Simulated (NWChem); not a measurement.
BH2OF; SMILES OBF

```xyz
5

B     -0.4324    -0.0285     0.0000
H     -1.6513    -0.0366     0.0000
F      0.2230    -1.1901     0.0000
O      0.3139     1.1028     0.0000
H     -0.2390     1.9032     0.0000
```
Atoms are numbered in this order, from 1.

All runs: NWChem. Geometry: optimised at PBE-D3(BJ)/def2-SVP. Vzz is the largest principal value of the second derivative of the potential at the nucleus (NWChem prints the opposite sign); η is the asymmetry. Non-relativistic.

For level PBE0/cc-pVTZ:

| Item | Value |
|---|---|
| Vzz B1 (a.u.) | 0.367 |
| Vzz O4 (a.u.) | 1.220 |

**Question.** Estimate the same quantities for level CAM-B3LYP/def2-SVP.

**Answer.** The vzz B1 (a.u.) comes out as 0.328 and the vzz O4 (a.u.) is 1.274.
